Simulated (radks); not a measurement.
All-electron atom: Ge+ in [Ar] 3d9.5 4s2 4p1.5 (fractional occupations, a model configuration).

Calculated with a radial shooting solver on a logarithmic mesh with Libxc functionals: Dirac Kohn-Sham, PBEsol, spin-unpolarised, spherical densities, finite nucleus; open shells fill j = l - 1/2 first; Fermi nuclear charge, rms radius 4.0742 fm.

Energy parts (hartree):
part                       energy
total                 -2096.58606
kinetic                2140.87569
electron-nucleus      -5046.12768
Hartree                 886.18738
exchange-correlation    -77.52145

Orbitals (lengths in bohr, moments of r in powers of bohr; r(90%) holds 90 % of the orbital's charge):
orbital	occ.	eigenvalue (hartree)	r(90%)
1s1/2	2	-402.9033	0.0840
2s1/2	2	-50.91761	0.325
2p1/2	2	-45.36418	0.297
2p3/2	4	-44.19460	0.302
3s1/2	2	-6.70756	0.930
3p1/2	2	-4.87499	0.978
3p3/2	4	-4.71611	0.994
3d3/2	4	-1.60526	1.20
3d5/2	5.5	-1.58301	1.21
4s1/2	2	-0.78174	2.94
4p1/2	1.5	-0.45452	3.68
4p3/2	0	-0.44436	3.73

The highest occupied level is 4p1/2 at -12.368 eV. The electron density at the nucleus is 3.167e+04 e/bohr^3.
